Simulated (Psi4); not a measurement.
zinc atom (Zn), singlet; B3LYP/cc-pVTZ (Psi4).

Here is a job for Psi4.
```
memory 2 GB

molecule {
0 1
Zn    0.00000000    0.00000000    0.00000000
}

set {
  basis cc-pvtz
  basis_guess sto-3g
}

energy('b3lyp')
print_variables()
```

It wrote (shortened):

```
  //>>>>>>>>>>>>>>>>>>>>>>>>>>>>>>>>>>>//
  //      Guess SCF, STO-3G Basis      //
  //<<<<<<<<<<<<<<<<<<<<<<<<<<<<<<<<<<<//

   => Loading Basis Set <=

    Name: STO-3G
    Role: ORBITAL
    Keyword: BASIS

         ---------------------------------------------------------
                           SCF Castup computation
         ---------------------------------------------------------
                                   SCF
               by Justin Turney, Rob Parrish, Andy Simmonett
                          and Daniel G. A. Smith
                              RKS Reference
         ---------------------------------------------------------

  ==> Geometry <==

    Molecular point group: d2h
    Geometry (in Angstrom), charge = 0, multiplicity = 1:

       Center              X                  Y                   Z               Mass
    ------------   -----------------  -----------------  -----------------  -----------------
         ZN           0.000000000000     0.000000000000     0.000000000000    63.929142010000

  Running in d2h symmetry.

  Rotational constants: A = ************  B = ************  C = ************ [cm^-1]
  Rotational constants: A = ************  B = ************  C = ************ [MHz]
  Nuclear repulsion =    0.000000000000000

  Charge       = 0
  Multiplicity = 1
  Electrons    = 30
  Nalpha       = 15
  Nbeta        = 15

  ==> Algorithm <==

  SCF Algorithm Type is DF.
  DIIS enabled.
  MOM disabled.
  Fractional occupation disabled.
  Guess Type is CORE.
  Energy threshold   = 1.00e-06
  Density threshold  = 1.00e-06
  Integral threshold = 1.00e-12

  ==> Primary Basis <==

  Basis Set: STO-3G
    Blend: STO-3G
    Number of shells: 8
    Number of basis functions: 18
    Number of Cartesian functions: 19
    Spherical Harmonics?: true
    Max angular momentum: 2

  ==> DFT Potential <==

   => LibXC <=

    Version 7.1.2
    S. Lehtola, C. Steigemann, M. J. T. Oliveira, and M. A. L. Marques,  SoftwareX 7, 1–5 (2018) (10.1016/j.softx.2017.11.002)

   => Composite Functional: B3LYP <=

    B3LYP Hyb-GGA Exchange-Correlation Functional

    P. J. Stephens, F. J. Devlin, C. F. Chabalowski, and M. J. Frisch,  J. Phys. Chem. 98, 11623 (1994) (10.1021/j100096a001)

    Deriv               =              1
    GGA                 =           TRUE
    Meta                =          FALSE

    Exchange Hybrid     =           TRUE
    MP2 Hybrid          =          FALSE

   => Exchange Functionals <=

    0.0800   Slater exchange
    0.7200         Becke 88

   => Exact (HF) Exchange <=

    0.2000               HF

   => Correlation Functionals <=

    0.1900   Vosko, Wilk & Nusair (VWN5_RPA)
    0.8100   Lee, Yang & Parr

   => LibXC Density Thresholds  <==

    XC_HYB_GGA_XC_B3LYP:  1.00E-15

   => Molecular Quadrature <=

    Radial Scheme          =       TREUTLER
    Pruning Scheme         =           NONE
    Nuclear Scheme         =       TREUTLER

    Blocking Scheme        =         OCTREE
    BS radius alpha        =              1
    Pruning alpha          =              1
    Radial Points          =             75
    Spherical Points       =            302
    Total Points           =          18718
    Total Blocks           =            200
    Max Points             =            246
    Max Functions          =             18
    Weights Tolerance      =       1.00E-15

   => Loading Basis Set <=

    Name: (STO-3G AUX)
    Role: JKFIT
    Keyword: DF_BASIS_SCF

  ==> Integral Setup <==

  SCF_SUBTYPE=INCORE selected. In-core MEM_DF algorithm will be used.
  Using in-core AOs.

  ==> MemDFJK: Density-Fitted J/K Matrices <==

    J tasked:                   Yes
    K tasked:                   Yes
    wK tasked:                   No
    Algorithm:                 Core
    Schwarz Cutoff:           1E-12
    Mask sparsity (%):       0.0000
    Fitting Condition:        1E-10

   => Auxiliary Basis Set <=

  Basis Set: (STO-3G AUX)
    Blend: DEF2-UNIVERSAL-JKFIT
[...]
    Occupation by irrep:
             Ag   B1g   B2g   B3g    Au   B1u   B2u   B3u
    DOCC [     5,    1,    1,    1,    0,    3,    2,    2 ]
    NA   [     5,    1,    1,    1,    0,    3,    2,    2 ]
    NB   [     5,    1,    1,    1,    0,    3,    2,    2 ]

   @DF-RKS iter  87: -1757.41098891381398    9.05428e-01   1.02909e-01 ADIIS
    Occupation by irrep:
             Ag   B1g   B2g   B3g    Au   B1u   B2u   B3u
    DOCC [     6,    1,    1,    1,    0,    2,    2,    2 ]
    NA   [     6,    1,    1,    1,    0,    2,    2,    2 ]
    NB   [     6,    1,    1,    1,    0,    2,    2,    2 ]

   @DF-RKS iter  88: -1758.32241313420695   -9.11424e-01   1.00482e-02 ADIIS/DIIS
    Occupation by irrep:
             Ag   B1g   B2g   B3g    Au   B1u   B2u   B3u
    DOCC [     5,    1,    1,    1,    0,    3,    2,    2 ]
    NA   [     5,    1,    1,    1,    0,    3,    2,    2 ]
    NB   [     5,    1,    1,    1,    0,    3,    2,    2 ]

   @DF-RKS iter  89: -1757.40989470374302    9.12518e-01   1.03075e-01 ADIIS
    Occupation by irrep:
             Ag   B1g   B2g   B3g    Au   B1u   B2u   B3u
    DOCC [     6,    1,    1,    1,    0,    2,    2,    2 ]
    NA   [     6,    1,    1,    1,    0,    2,    2,    2 ]
    NB   [     6,    1,    1,    1,    0,    2,    2,    2 ]

   @DF-RKS iter  90: -1758.32988333797834   -9.19989e-01   1.05554e-02 ADIIS/DIIS
   @DF-RKS iter  91: -1757.41150399606863    9.18379e-01   1.02831e-01 ADIIS
   @DF-RKS iter  92: -1757.64853196482363   -2.37028e-01   5.18743e-02 ADIIS/DIIS
   @DF-RKS iter  93: -1757.50745530591803    1.41077e-01   8.66569e-02 ADIIS/DIIS
    Occupation by irrep:
             Ag   B1g   B2g   B3g    Au   B1u   B2u   B3u
    DOCC [     4,    1,    1,    0,    0,    3,    3,    3 ]
    NA   [     4,    1,    1,    0,    0,    3,    3,    3 ]
    NB   [     4,    1,    1,    0,    0,    3,    3,    3 ]

   @DF-RKS iter  94: -1757.61112645677213   -1.03671e-01   6.33741e-02 ADIIS/DIIS
   @DF-RKS iter  95: -1752.26119133739826    5.34994e+00   2.77288e-02 ADIIS/DIIS
   @DF-RKS iter  96: -1752.26320339724953   -2.01206e-03   2.28017e-02 ADIIS/DIIS
   @DF-RKS iter  97: -1752.26348392290993   -2.80526e-04   2.22262e-02 ADIIS/DIIS
   @DF-RKS iter  98: -1752.26351269784982   -2.87749e-05   2.21667e-02 ADIIS/DIIS
   @DF-RKS iter  99: -1752.26351790404465   -5.20619e-06   2.21568e-02 ADIIS/DIIS
   @DF-RKS iter 100: -1752.26352504164947   -7.13760e-06   2.21430e-02 ADIIS/DIIS

PsiException: Could not converge SCF iterations in 100 iterations.

  Failed to converge.

Traceback (most recent call last):
  File "psi4", line 375, in <module>
  File "<string>", line 22, in <module>
  File "site-packages/psi4/driver/driver.py", line 533, in energy
  File "site-packages/psi4/driver/procrouting/proc.py", line 2760, in run_scf
  File "site-packages/psi4/driver/procrouting/proc.py", line 1917, in scf_helper
  File "site-packages/psi4/driver/procrouting/scf_proc/scf_iterator.py", line 93, in scf_compute_energy
  File "site-packages/psi4/driver/procrouting/scf_proc/scf_iterator.py", line 86, in scf_compute_energy
  File "site-packages/psi4/driver/procrouting/scf_proc/scf_iterator.py", line 609, in scf_iterate

psi4.driver.p4util.exceptions.SCFConvergenceError: Could not converge SCF iterations in 100 iterations.

Printing out the relevant lines from the Psithon --> Python processed input file:
    Zn    0.00000000    0.00000000    0.00000000
    """)
    core.IO.set_default_namespace("")
    core.set_global_option("BASIS", "cc-pvtz")
    core.set_global_option("BASIS_GUESS", "sto-3g")
--> energy('b3lyp')
    print_variables()

!-------------------------------------------------------!
!                                                       !
!  Could not converge SCF iterations in 100 iterations. !
!                                                       !
!-------------------------------------------------------!
```

The run did not converge; its last values are not results.
